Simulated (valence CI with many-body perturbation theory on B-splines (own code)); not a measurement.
# Level structure of Eu⁴⁹⁺

Calculated by configuration interaction combined with many-body perturbation theory (CI+MBPT): four valence electrons over a frozen Dirac-Fock core [Ne], radial functions for each j: 11 s, 11 p, 9 d, 7 f, 5 g, 2 h, 1 i, with the one-electron correlation potential Σ1, the two-electron term Σ2, the three-electron term Σ3, Breit, model QED; selected CI, second order for the rest (own B-spline code, finite nucleus).

No measured spectrum was set against this ion. As an estimate, large intervals hold to a few tenths of a per cent, small ones and those within an open d or f shell to about a per cent.

Levels 46 to 65 of 65, with energies above the lowest level, (3s^2 3p1/2^2) J=0. "Leading %" is the weight of the configuration and term that name the level; weights of strongly mixed levels are sums over their largest components and can fall short. In the jj column 3d3/2^4 stands for four electrons in 3d with j = 3/2.

```csv
No.,Configuration,Term,J,E (Ry),Leading %,Leading jj,g,Second component
46,3s.3p2.3d,3P,2,49.121,35,3s 3p1/2 3p3/2 3d5/2 (91 %),1.333,18 % 3s.3p2.3d 5D
47,3s.3p2.3d,3G,5,49.158,53,3s 3p1/2 3p3/2 3d5/2 (98 %),1.284,46 % 3s.3p2.3d 5F
48,3s.3p2.3d,3D,1,49.490,59,3s 3p1/2 3p3/2 3d3/2 (60 %),0.932,16 % 3s.3p2.3d 3P
49,3s.3p2.3d,3F,3,49.781,43,3s 3p1/2 3p3/2 3d5/2 (87 %),1.237,19 % 3s.3p2.3d 5D
50,3s.3p2.3d,3P,0,50.046,70,3s 3p1/2 3p3/2 3d3/2 (62 %),,16 % 3s2.3d2 3P
51,3s.3p2.3d,3F,2,50.079,40,3s 3p1/2 3p3/2 3d3/2 (74 %),0.955,14 % 3s.3p2.3d 1D
52,3s.3p2.3d,3D,3,50.436,61,3s 3p1/2 3p3/2 3d5/2 (87 %),1.287,9 % 3s.3p2.3d 3F
53,3s.3p2.3d,3P,1,50.504,45,3s 3p1/2 3p3/2 3d5/2 (47 %),1.130,18 % 3s.3p2.3d 1P
54,3s.3p2.3d,1G,4,50.553,42,3s 3p1/2 3p3/2 3d5/2 (85 %),1.159,35 % 3s.3p2.3d 3F
55,3s.3p2.3d,1D,2,50.699,32,3s 3p1/2 3p3/2 3d5/2 (75 %),1.130,12 % 3s.3p2.3d 3F
56,3s.3p2.3d,3D,3,51.290,36,3s 3p1/2 3p3/2 3d5/2 (90 %),1.185,24 % 3s.3p2.3d 3F
57,3s.3p2.3d,3F,4,51.414,42,3s 3p1/2 3p3/2 3d5/2 (90 %),1.136,39 % 3s.3p2.3d 3G
58,3s.3p2.3d,3D,1,51.592,44,3s 3p1/2 3p3/2 3d5/2 (90 %),0.860,25 % 3s.3p2.3d 1P
59,3s.3p2.3d,3P,1,52.318,34,3s 3p1/2 3p3/2 3d5/2 (89 %),1.383,27 % 3s.3p2.3d 3S
60,3s.3p2.3d,1F,3,52.416,36,3s 3p1/2 3p3/2 3d5/2 (85 %),1.081,35 % 3s.3p2.3d 3F
61,3s.3p2.3d,3D,2,52.487,29,3s 3p1/2 3p3/2 3d5/2 (80 %),1.168,14 % 3s.3p2.3d 1D
62,3s.3p2.3d,3P,0,52.630,40,3s 3p1/2 3p3/2 3d5/2 (72 %),,35 % 3s.3p2.3d 1S
63,3s.3p2.3d,3D,2,52.942,35,3s 3p1/2 3p3/2 3d5/2 (81 %),1.134,24 % 3s.3p2.3d 3P
64,3s2.3d2,3F,2,53.190,52,3s^2 3d3/2^2 (64 %),0.854,11 % 3s2.3d2 1D
65,3s2.3d2,3P,0,54.565,59,3s^2 3d3/2^2 (70 %),,18 % 3s.3p2.3d 3P
```
